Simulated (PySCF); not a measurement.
# Lu(NH2)3 at several levels of theory

Computed with PySCF 2.14.0 (density fitting, no spin-orbit coupling) at the geometry relaxed with PBE0:

```xyz
10
Lu(NH2)3 (singlet in the valence; each metal's 4f electrons, 14 of them, lie in its core potential, out of spins and levels)
Lu   -0.0053    0.0107   -0.0356
N     2.1122    0.0073   -0.2156
H     2.7470    0.8055   -0.1955
H     2.7124   -0.8118   -0.3120
N    -1.0582    1.8384    0.2229
H    -2.0632    1.9570    0.3517
H    -0.6710    2.7820    0.2446
N    -1.0573   -1.8359   -0.0272
H    -2.0630   -1.9827    0.0614
H    -0.6537   -2.7704   -0.0946
```

| level | basis | state | HOMO (eV) | gap (eV) | charge on Lu1 (e) | population of f-type functions on Lu1 (polarisation alone where 4f lies in the core) | dipole about the centre of mass (D) | largest force component (eV/Å) |
| --- | --- | --- | --- | --- | --- | --- | --- | --- |
| PBE0 | Lu lcecp-1-SVP with ECP60, N def2-SVP, H def2-SVP | singlet | -6.19 | 5.13 | 0.85 | 0.05 | 0.08 | 0.02 |
| PBE0 | Lu lcecp-1-TZVP with ECP60, N def2-TZVP, H def2-TZVP | singlet | -6.35 | 5.21 | 1.52 | 0.05 | 0.09 | 0.46 |

In the lcecp rows the 4f levels are missing from HOMO and gap, and the state counts the valence alone.

Charges are Mulliken's, which hang on the basis. The relaxation used the grid (50, 194), these runs (75, 302) or, all-electron (x2c bases, spin-free X2C Hamiltonian), (99, 590).

Problem. Order these levels, in the first row's basis, by the HOMO–LUMO gap they give here, smallest first.
A. M06-L
B. PBE
C. TPSS
D. CAM-B3LYP

Solution. B (3.05 eV), C (3.36 eV), A (4.29 eV), D (7.28 eV).

Problem. And their other results?

Solution. 
```json
{"level": "M06-L", "state": "singlet", "HOMO (eV)": "-4.88", "gap (eV)": "4.29", "charge on Lu1 (e)": "1.01", "population of f-type functions on Lu1 (polarisation alone where 4f lies in the core)": "0.05", "dipole about the centre of mass (D)": "0.09", "largest force component (eV/Å)": "0.09"}
{"level": "TPSS", "state": "singlet", "HOMO (eV)": "-4.87", "gap (eV)": "3.36", "charge on Lu1 (e)": "0.77", "population of f-type functions on Lu1 (polarisation alone where 4f lies in the core)": "0.05", "dipole about the centre of mass (D)": "0.08", "largest force component (eV/Å)": "0.32"}
{"level": "CAM-B3LYP", "state": "singlet", "HOMO (eV)": "-7.62", "gap (eV)": "7.28", "charge on Lu1 (e)": "0.82", "population of f-type functions on Lu1 (polarisation alone where 4f lies in the core)": "0.05", "dipole about the centre of mass (D)": "0.08", "largest force component (eV/Å)": "0.06"}
{"level": "PBE", "state": "singlet", "HOMO (eV)": "-4.83", "gap (eV)": "3.05", "charge on Lu1 (e)": "0.65", "population of f-type functions on Lu1 (polarisation alone where 4f lies in the core)": "0.05", "dipole about the centre of mass (D)": "0.07", "largest force component (eV/Å)": "0.39"}
```

In the first row's basis the gap widens with exact exchange: 3.0 to 4.3 eV for PBE, TPSS, M06-L (none); 5.1 eV for PBE0 (a fixed share); 7.3 eV for CAM-B3LYP (rising or full at long range).

An lcecp potential fixes the number of 4f electrons, so in runs with it no electron can move into or out of that shell.
